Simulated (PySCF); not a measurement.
C7H6ClF.
Z-matrix (Å and degrees, PBE0-D3(BJ)/def2-SVP geometry), rows numbered from 1:
```
F 
C   1  1.3680
C   2  1.5026  1  111.55
C   3  1.3946  2  120.76  1    -0.81
C   4  1.3933  3  120.74  2  -179.93
C   5  1.3924  4  119.43  3    -0.00
Cl  6  1.7325  5  119.84  4   179.98
C   6  1.3953  5  120.62  4    -0.02
C   8  1.3905  6  119.35  5     0.02
H   2  1.1047  1  108.49  3  -121.64
H   2  1.1046  1  108.49  3   121.64
H   4  1.0909  3  119.12  2     0.08
H   5  1.0912  4  120.84  3  -180.00
H   8  1.0911  6  119.70  5  -179.96
H   9  1.0941  3  120.10  2    -0.09
```

Level: CAM-B3LYP/def2-SVPD in PySCF, non-relativistic, on one gas-phase PBE0-D3(BJ)/def2-SVP geometry that isn't relaxed in the solvent. The solvent is an IEF-PCM continuum (cavity from Bondi-type radii × 1.2). Only the electrostatic response of the medium enters.

Gas phase at CAM-B3LYP/def2-SVPD: HOMO -8.33 eV, LUMO 0.24 eV, dipole 1.89 D.

What does the continuum do to the energy, the frontier levels and the dipole at CAM-B3LYP/def2-SVPD in benzene and tetrahydrofuran?

```csv
solvent,ε,E(solvent) − E(gas) (kJ/mol),polarisation term (kJ/mol),distortion of the solute (kJ/mol),HOMO (eV),LUMO (eV),dipole (D)
benzene,2.271,-8.41,-9.02,0.61,-8.27,0.34,2.23
tetrahydrofuran,7.426,-15.50,-17.64,2.14,-8.25,0.39,2.55
```

The polarisation term is half the interaction of the solute with the surface charges that it induces; the rest is the cost of distorting the solute's density. The sum is the electrostatic part of solvation alone. From benzene to tetrahydrofuran the lowering changes by a factor 1.84, Onsager's factor (ε − 1)/(2ε + 1) by 1.77 and ε itself by 3.3.

Which radius a makes the point-dipole formula ΔE = −[(ε − 1)/(2ε + 1)]·μ²/a³ give the value in tetrahydrofuran, with the gas-phase dipole?

μ = 0.745 au and |ΔE| = 0.00590 Eh give a = 1.78 Å; the farthest nucleus lies 3.77 Å from the centroid of the nuclei, so such a sphere wouldn't even hold the nuclei. The formula assumes a rigid point dipole at the centre of a sphere.

How does the static polarisability (CAM-B3LYP/def2-SVPD, frozen core, with the continuum's full static response) change?

```
         medium  isotropic (au)  principal values (au)  ⟨r²⟩ of the electrons (bohr²)
            gas            95.4      59.2, 95.4, 131.6                         1750.0
        benzene           109.9     67.1, 111.9, 150.8                         1750.1
tetrahydrofuran           124.2     76.9, 128.7, 166.9                         1750.0
```

The isotropic value in tetrahydrofuran is 1.30 times the gas-phase one; no cavity-field correction is applied. ⟨r²⟩ is taken about the centre of nuclear charge.

Cost: about 70 s of CPU time on one thread; the machine was shared, so the figure is rough. This is the whole response run at CAM-B3LYP/def2-SVPD in tetrahydrofuran, SCF included.
